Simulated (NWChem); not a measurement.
Molecule: C2H3FO2Si; SMILES [Si@@H]1(OC(C1)=O)F

```xyz
9

O      0.2395     2.4242    -0.3345
C      0.0545     1.2774    -0.0956
C     -1.2359     0.4412    -0.0408
Si    -0.0586    -0.9244     0.4254
F      0.1782    -2.0776    -0.6757
O      1.0373     0.3711     0.2323
H     -1.7324     0.3761    -1.0203
H     -1.9535     0.8296     0.6961
H     -0.0029    -1.5630     1.7538
```
Atoms are numbered in this order, from 1.

Results from NWChem. Pople sets run with spherical d functions. All runs use the structure optimised with PBE0/def2-SVP.

| atom | ESP charge (e) | Mulliken charge (e) |
|---|---|---|
| O1 | -0.588 | -0.52 |
| C2 | 0.933 | 0.82 |
| C3 | -0.719 | -0.75 |
| Si4 | 1.093 | 1.35 |
| F5 | -0.362 | -0.52 |
| O6 | -0.594 | -0.75 |
| H7 | 0.209 | 0.25 |
| H8 | 0.180 | 0.24 |
| H9 | -0.151 | -0.13 |

Problem. Find the dipole moment that each set of point charges gives, and compare with the Hartree-Fock/6-31G* density's own.

Solution. 
1. μ = Σ q r × 4.8032 D/(e Å). ESP charges give (-3.17, -2.72, 1.71) D, of length 4.51 D.
2. Mulliken charges give (-4.84, -2.36, 2.70) D, of length 6.0 D.
3. The density's dipole is 4.41 D: the ESP set is off by 0.10 D in length and the Mulliken set by 1.6 D. ESP charges are fitted to the potential outside the molecule; Mulliken charges are a partition of the basis functions.
